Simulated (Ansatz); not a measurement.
One change: `FC(F)OC(F)(F)F` becomes `FC(F)OC(F)F`.

Ansatz, PBE0-D4/def2-TZVP geometries, multiplicity 1. Each molecule was computed in one conformer, which needn't be the lowest.

| property | `FC(F)OC(F)(F)F` |
| --- | --- |
| size of the dipole moment (B3LYP/def2-TZVPP) / D | 1.71 |
| LUMO energy (ωB97M-V/def2-TZVPP) / eV | 3.22 |
| HOMO energy (B3LYP/def2-TZVPP) / eV | -10.62 |
| HOMO energy (PBE0/def2-TZVPP) / eV | -10.90 |
| LUMO energy (B3LYP/def2-TZVPP) / eV | 1.30 |
| size of the dipole moment (ωB97M-V/def2-TZVPP) / D | 1.70 |

**Question.** What does the change do to each property? (Best estimate.)

**Answer.** Ansatz gave: 
```json
{"property": "size of the dipole moment (B3LYP/def2-TZVPP) / D", "`FC(F)OC(F)F`": "2.77", "shift": "1.06"}
{"property": "LUMO energy (ωB97M-V/def2-TZVPP) / eV", "`FC(F)OC(F)F`": "2.63", "shift": "-0.59"}
{"property": "HOMO energy (B3LYP/def2-TZVPP) / eV", "`FC(F)OC(F)F`": "-10.22", "shift": "0.40"}
{"property": "HOMO energy (PBE0/def2-TZVPP) / eV", "`FC(F)OC(F)F`": "-10.48", "shift": "0.42"}
{"property": "LUMO energy (B3LYP/def2-TZVPP) / eV", "`FC(F)OC(F)F`": "0.69", "shift": "-0.61"}
{"property": "size of the dipole moment (ωB97M-V/def2-TZVPP) / D", "`FC(F)OC(F)F`": "2.76", "shift": "1.06"}
```

With PBE0 the HOMO rises by 0.42 eV and the LUMO falls by 0.64 eV, so the gap narrows by about 1.06 eV. PBE moves the HOMO by 0.29 eV and ωB97M-V by 0.44 eV. Dipoles are sizes alone; their direction can turn.

B3LYP here is the variant with VWN-RPA as its local correlation; programs differ in this.
